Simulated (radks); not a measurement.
Spherical quantum dot in the effective-mass picture: electrons in a well V = -V0 / (1 + exp((r - R)/a)) with V0 = 18.6, R = 2.48, a = 0.18, all in effective atomic units (hartree* = m*/eps^2 hartree, bohr* = eps/m* bohr), one dielectric constant everywhere. Calculated with a radial shooting solver with Libxc functionals: non-relativistic Kohn-Sham, PBE, spin-polarised, spherical densities. Levels are named by radial order and angular momentum (1s, 1p, 1d, 2s, ...), and open shells are averaged over m. Results are scaled to m* = 0.031 and eps = 14.2, for which hartree* = 4.183 meV and bohr* = 24.24 nm.

N = 11, configuration 1s2 1p6 1d(up 3, down 0). This is the lowest configuration that the search found. Occupied and some empty levels:

level,occupation,eigenvalue (meV),<r> (nm)
1s up,1,-48.612,34.37
1s down,1,-48.289,33.98
1p up,3,-45.970,38.00
1p down,3,-45.577,37.83
1d up,3,-42.103,40.64
1d down,0,-41.672,40.56
2s up,0,-38.008,29.70
2s down,0,-37.845,29.82
1f up,0,-37.232,42.75
1f down,0,-36.781,42.73
2p up,0,-31.951,34.10
2p down,0,-31.734,34.12

Energy (meV): total -636.431, kinetic 70.075, external -827.41, Hartree 146.16, exchange-correlation -25.255.
